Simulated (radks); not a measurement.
Spherical quantum dot in the effective-mass picture: electrons in a parabolic well V = omega^2 r^2 / 2 with omega = 0.135, all in effective atomic units (hartree* = m*/eps^2 hartree, bohr* = eps/m* bohr), one dielectric constant everywhere. Method: non-relativistic Kohn-Sham, LDA (Slater exchange, Perdew-Wang correlation), spin-polarised, spherical densities; computed with a radial shooting solver with Libxc functionals. Levels are named by radial order and angular momentum (1s, 1p, 1d, 2s, ...), and open shells are averaged over m. Each electron was tried in the lowest free levels, single moves between levels near the top were tried too, and the lowest total energy was kept; such a search can miss a lower state. At N = 1 the Hartree and exchange-correlation terms need not cancel, so that row can carry a self-interaction error.

\begin{tabular}{lrrrrr}
N & open shells & 2S & mu = E(N) - E(N-1) (hartree*) & addition energy mu(N+1) - mu(N) (hartree*) & rms radius (bohr*) \\ \hline
1 & 1s(up 1, down 0) & 1 & 0.20783 & 0.2339 & 3.387 \\
2 & none & 0 & 0.44176 & 0.2633 & 3.891 \\
3 & 1p(up 1, down 0) & 1 & 0.70502 & 0.1498 & 4.487 \\
4 & 1p(up 2, down 0) & 2 & 0.85485 & 0.1460 & 4.883 \\
5 & 1p(up 3, down 0) & 3 & 1.0009 & 0.1676 & 5.200 \\
6 & 1p(up 3, down 1) & 2 & 1.1684 & 0.1288 & 5.493 \\
7 & 1p(up 3, down 2) & 1 & 1.2972 & 0.1264 & 5.748 \\
8 & none & 0 & 1.4236 & 0.1846 & 5.978 \\
9 & 1d(up 1, down 0) & 1 & 1.6081 & 0.1138 & 6.227 \\
10 & 1d(up 2, down 0) & 2 & 1.7220 & 0.1119 & 6.449 \\
11 & 1d(up 3, down 0) & 3 & 1.8338 & 0.1098 & 6.652 \\
12 & 1d(up 4, down 0) & 4 & 1.9436 & 0.1078 & 6.840 \\
13 & 1d(up 5, down 0) & 5 & 2.0514 & 0.1263 & 7.015 \\
14 & 1d(up 5, down 1) & 4 & 2.1778 & 0.1015 & 7.185 \\
15 & 1d(up 5, down 2) & 3 & 2.2792 & 0.1002 & 7.345 \\
16 & 1d(up 5, down 3) & 2 & 2.3794 & 0.09885 & 7.497 \\
17 & 1d(up 5, down 4) & 1 & 2.4782 & 0.09750 & 7.642 \\
18 & none & 0 & 2.5757 & 0.1130 & 7.781 \\
19 & 2s(up 1, down 0) & 1 & 2.6887 & 0.1090 & 7.918 \\
20 & none & 0 & 2.7977 & 0.1088 & 8.051 \\
21 & 1f(up 1, down 0) & 1 & 2.9064 & 0.09001 & 8.184 \\
22 & 1f(up 2, down 0) & 2 & 2.9964 & 0.08906 & 8.313 \\
23 & 1f(up 3, down 0) & 3 & 3.0855 & 0.08813 & 8.436 \\
24 & 1f(up 4, down 0) & 4 & 3.1736 & 0.08722 & 8.555 \\
25 & 1f(up 5, down 0) & 5 & 3.2609 & 0.08633 & 8.671 \\
26 & 1f(up 6, down 0) & 6 & 3.3472 & 0.08547 & 8.782 \\
27 & 1f(up 7, down 0) & 7 & 3.4327 & 0.1002 & 8.891 \\
28 & 1f(up 7, down 1) & 6 & 3.5328 & 0.08279 & 8.998 \\
29 & 1f(up 7, down 2) & 5 & 3.6156 & 0.08211 & 9.102 \\
30 & 1f(up 7, down 3) & 4 & 3.6977 & 0.08144 & 9.203 \\
31 & 1f(up 7, down 4) & 3 & 3.7792 & 0.08078 & 9.302 \\
32 & 1f(up 7, down 5) & 2 & 3.8599 & 0.08012 & 9.398 \\
33 & 1f(up 7, down 6) & 1 & 3.9401 & 0.07947 & 9.493 \\
34 & none & 0 & 4.0195 & 0.1002 & 9.585 \\
35 & 2p(up 1, down 0) & 1 & 4.1198 & 0.07872 & 9.677 \\
36 & 2p(up 2, down 0) & 2 & 4.1985 & 0.07842 & 9.767 \\
37 & 2p(up 3, down 0) & 3 & 4.2769 & 0.08911 & 9.856 \\
38 & 2p(up 3, down 1) & 2 & 4.3660 & 0.07637 & 9.943 \\
39 & 2p(up 3, down 2) & 1 & 4.4424 & 0.07609 & 10.03 \\
40 & none & 0 & 4.5185 & 0.07459 & 10.11 \\
41 & 1g(up 1, down 0) & 1 & 4.5931 & - & 10.20 \\
\end{tabular}

All shells are closed at N = 2, 8, 18, 20, 34, 40 (there: 1s2 1p6 1d10 2s2 1f14 2p6); the second difference of the energy has clear peaks (12 % above both neighbours; the first and last values, which can be the largest, are not judged, and half-filled shells can peak too) at N = 2, 5, 8, 13, 27, 34, 37.
